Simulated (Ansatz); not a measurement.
Job for Ansatz (a quantum-chemistry and plane-wave program): R-CCSD(T)/aug-cc-pV(T+d)Z on BH3S (SMILES BS), atoms moved off the minimum. Files ending in .json are basis or fitting sets from the Basis Set Exchange.

Ansatz 0.2 input:
```yaml
crystal:
  periodic: [false, false, false]
  atoms:
    - {symbol: B, position_ang: [-0.90737101, -0.98488613, 0.06574133]}
    - {symbol: H, position_ang: [-0.31889905, -2.05138952, 0.48307767]}
    - {symbol: H, position_ang: [-1.79001126, -0.72312347, -0.20459840]}
    - {symbol: S, position_ang: [0.52577838, 0.45600135, -0.08080876]}
    - {symbol: H, position_ang: [-0.41431010, 1.33367588, -0.45990572]}
basis:
  gaussian:
    orbitals: aug-cc-pV_T+d_Z.json
magnetization: {spin_polarized: false}
correlation: {method: ccsd_t, electrons: outside_noble_gas}
scf: {lower_state_search: off}
output: {forces: true}
```

Program output:

```
WARN ansatz: RAYON_NUM_THREADS=1 ignored (pool sized by the plan → 1); use --threads N
Functional definition: HF
these checks for a lower state are left out or cut short: starts, cluster_reference, orbital_swaps, neighbouring_geometries, increment
integrals: 0.51 GiB planned
962 factors; integrals over basis functions are off by at most 8.7e-4 eV
mean field: 0.35 GiB planned
mean field evaluation 1: about -11535.1356 eV, gradient 1.4e1 eV
mean field evaluation 2: about -11535.1373 eV, gradient 1.4e1 eV
mean field evaluation 4: about -11536.0409 eV, gradient 1.8e0 eV
mean field evaluation 8: about -11536.0582 eV, gradient 1.7e-1 eV
mean field -11536.05855144 eV, -423.9423323442 hartree, gradient 9.0e-7 eV, S^2 0.000000; 0 other end points of the search recorded, 0 dependent functions left out
6 core orbitals not correlated
reference -11536.05855144 eV, -423.9423323442 hartree; 6, 6 occupied and 158, 158 virtual orbitals, 962 factors
too little memory for Intel AMX tiles; the run may be slower
densities: 1.32 GiB planned
second order -7.91762371 eV of doubles, -0.00000000 eV of singles
coupled cluster: 1.32 GiB planned
cycle   1  -8.52630137 eV  change   -6.1e-1 eV  update   7.4e-2
cycle   2  -8.77685701 eV  change   -2.5e-1 eV  update   2.4e-2
cycle   3  -8.83474148 eV  change   -5.8e-2 eV  update   1.6e-2
cycle   4  -8.82999782 eV  change    4.7e-3 eV  update   6.3e-3
cycle   5  -8.82855941 eV  change    1.4e-3 eV  update   2.9e-3
cycle   6  -8.82866894 eV  change   -1.1e-4 eV  update   9.4e-4
cycle   7  -8.82873580 eV  change   -6.7e-5 eV  update   2.3e-4
cycle   8  -8.82881106 eV  change   -7.5e-5 eV  update   8.0e-5
cycle   9  -8.82880606 eV  change    5.0e-6 eV  update   2.5e-5
cycle  10  -8.82879821 eV  change    7.8e-6 eV  update   8.5e-6
cycle  11  -8.82880089 eV  change   -2.7e-6 eV  update   3.1e-6
perturbative correction -0.39514519 eV, -0.0145213177 hartree
the calculation of the forces begins
mean field evaluation 16: about -11536.0586 eV, gradient 9.0e-7 eV
Total energy: -11545.28249752 eV, -424.2813061103 hartree
Atom 0 at    -0.907371    -0.984886     0.065741 Å, force    13.248662    -2.095908     3.271527 eV/Å
Atom 1 at    -0.318899    -2.051390     0.483078 Å, force    -1.378653     1.432260    -0.656841 eV/Å
Atom 2 at    -1.790011    -0.723123    -0.204598 Å, force    -9.552229     2.489405    -2.738159 eV/Å
Atom 3 at     0.525778     0.456001    -0.080809 Å, force    -2.517882    -2.063102     0.191094 eV/Å
Atom 4 at    -0.414310     1.333676    -0.459906 Å, force     0.200103     0.237346    -0.067620 eV/Å
Dipole moment:    -0.262932    -0.013899    -0.038486 e Å
Checks for a lower state left out: starts, cluster_reference, orbital_swaps, neighbouring_geometries, increment
```

Self-consistency was reached.

Cost: very roughly 3 core-minutes.
